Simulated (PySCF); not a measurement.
Structure problem from calculated spectra and properties.

Formula: C3H10O3Si.

| Item | Value |
| --- | --- |
| Polarisability | 75.2 au [wB97X-D/def2-SVPD] |
| Rotational structure | rotational constants A, B, C: 3.296, 1.542, 1.150 GHz [PBE0-D3(BJ)/def2-SVP] |
| 13C NMR | chemical shifts (computed TMS as zero) by class: 74.4 (1 C), 66.3 (1 C), 51.2 (1 C) ppm [GIAO B3LYP/pcSseg-1] |
| Valence photoelectron | vertical ionisation energy: 9.93 eV [ΔSCF wB97X-D/def2-SVPD] |
| UV, first state | lowest singlet excitation: 7.70 eV (161 nm, f = 0.004) [TDDFT wB97X-D/def2-SVPD] |
| NMR, other nuclei | isotropic shieldings of nuclei other than C and H, by class: 269 (1 O), 299 (1 O), 301 (1 O), 367 (1 Si) ppm [GIAO B3LYP/pcSseg-1] |
| Dipole | 1.44 D [wB97X-D/def2-SVPD] |

Electronic properties: PySCF, gas phase, density fitting. Levels stand in brackets. Geometry: PBE0-D3(BJ)/def2-SVP, one conformer, isolated molecule. NMR classes are plain means over equivalent atoms (diastereotopic ones count apart unless rotation or inversion swaps them), as if these changed places fast.

**Question.** What is the compound? Reason from the data.

**Answer.** Numbering: `[CH3:1][O:2][SiH2:3][O:4][CH2:5][CH2:6][OH:7]`. Its formula, C3H10O3Si, gives 0 degrees of unsaturation, so no ring and no π bond. 3 carbons fall into 3 classes; from least to most shielded: sp3 carbon bound to oxygen [C5] (74.4 ppm), carbinol carbon (C–OH) [C6] (66.3 ppm), methoxy carbon [C1] (51.2 ppm). The other shieldings belong to: 269 ppm, silyl ether oxygen [O4]; 299 ppm, alcohol oxygen [O7]; 301 ppm, silyl ether oxygen [O2]; 367 ppm, oxygen-bound silicon [Si3]. The first electron is taken from the HOMO, whose largest Löwdin shares are 0.48 on the alcohol oxygen, 0.14 on the carbinol carbon (C–OH), 0.13 on the sp3 carbon bound to oxygen and 0.11 on a silyl ether oxygen. The optimised geometry has point group C1 and is an asymmetric top. Structure: `CO[SiH2]OCCO`. Computed isomers that give other values at the same levels: `CO[SiH](OC)OC` (lowest singlet excitation: 8.16 eV (152 nm, f = 0.032 summed over 2 states within 0.01 eV)). The assignments are read from this structure; whether some other isomer fits the data as well wasn't checked.
